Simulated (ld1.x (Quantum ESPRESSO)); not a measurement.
**PW91 PAW dataset for rubidium, fully relativistic all-electron reference.**

Input for ld1.x (Quantum ESPRESSO) 7.5:

```
&input
   title='Rb', zed=37., rel=2, dft='PW91', iswitch=3,
   config='[Kr] 4d0.5 5s0.5 5p0', rel_dist='average',
   nld=5, rlderiv=5.00, eminld=-2.0, emaxld=5.0, deld=0.02
 /
 &inputp
   pseudotype=3, lpaw=.true., tm=.true., lloc=-2, rcloc=4.10,
   nlcc=.false.,
   which_augfun='PSQ', rmatch_augfun_nc=.true.,
   file_pseudopw='Rb.UPF', file_wfcaegen='ae.wfc', file_wfcncgen='nc.wfc', file_beta='beta', file_chi='chi', file_wfcusgen='us.wfc'
 /
6
5S  1  0   0.50   0.00  3.60  4.60  0.0
5S  1  0   0.00   4.85  3.60  4.60  0.0
5P  2  1   0.00   0.00  3.35  4.55  0.0
5P  2  1   0.00   0.25  3.35  4.55  0.0
4D  3  2   0.50   0.00  3.45  4.60  0.0
4D  3  2   0.00   4.90  3.45  4.60  0.0
 &test
   configts(1)='4d0.5 5s0.5 5p0'
 /
```

Command:

```bash
ld1.x < Rb.in > Rb.out
```

Output (shortened: banner, matrices, multipoles, cross overlaps and the repeated all-electron block are left out):

```
[... start of the log left out ...]
       Zero norm: self consistency problem; state:  3 (l=  0, j=0.5)
       Zero norm: self consistency problem; state:  3 (l=  0, j=0.5)
       Zero norm: self consistency problem; state:  3 (l=  0, j=0.5)
       Zero norm: self consistency problem; state:  3 (l=  0, j=0.5)
       Zero norm: self consistency problem; state:  3 (l=  0, j=0.5)
       Zero norm: self consistency problem; state:  3 (l=  0, j=0.5)
       Zero norm: self consistency problem; state:  3 (l=  0, j=0.5)
       Zero norm: self consistency problem; state:  3 (l=  0, j=0.5)
       Zero norm: self consistency problem; state:  3 (l=  0, j=0.5)
       Zero norm: self consistency problem; state:  3 (l=  0, j=0.5)
       Zero norm: self consistency problem; state:  3 (l=  0, j=0.5)
       Zero norm: self consistency problem; state:  3 (l=  0, j=0.5)
       Zero norm: self consistency problem; state:  3 (l=  0, j=0.5)
       Zero norm: self consistency problem; state:  3 (l=  0, j=0.5)
       Zero norm: self consistency problem; state:  3 (l=  0, j=0.5)
       Zero norm: self consistency problem; state:  3 (l=  0, j=0.5)
       Zero norm: self consistency problem; state:  3 (l=  0, j=0.5)
       Zero norm: self consistency problem; state:  3 (l=  0, j=0.5)
       Zero norm: self consistency problem; state:  3 (l=  0, j=0.5)
       Zero norm: self consistency problem; state:  3 (l=  0, j=0.5)
       Zero norm: self consistency problem; state:  3 (l=  0, j=0.5)
       Zero norm: self consistency problem; state:  3 (l=  0, j=0.5)
       Zero norm: self consistency problem; state:  3 (l=  0, j=0.5)
       Zero norm: self consistency problem; state:  3 (l=  0, j=0.5)
       Zero norm: self consistency problem; state:  3 (l=  0, j=0.5)
       Zero norm: self consistency problem; state:  3 (l=  0, j=0.5)
       Zero norm: self consistency problem; state:  3 (l=  0, j=0.5)
       Zero norm: self consistency problem; state:  3 (l=  0, j=0.5)
       Zero norm: self consistency problem; state:  3 (l=  0, j=0.5)

 %%%%%%%%%%%%%%%%%%%%%%%%%%%%%%%%%%%%%%%%%%%%%%%%%%%%%%%%%%%%%%%%%%%%%%%%%%%%%%
     Error in routine run_pseudo (1):
     Errors in PS-KS equation
 %%%%%%%%%%%%%%%%%%%%%%%%%%%%%%%%%%%%%%%%%%%%%%%%%%%%%%%%%%%%%%%%%%%%%%%%%%%%%%

     stopping ...
```

The run stopped because the pseudo-atom solver did not find the valence states with the expected number of nodes, which is the usual sign of a ghost state.

The run took about 1.7 s on one core of a shared server CPU.
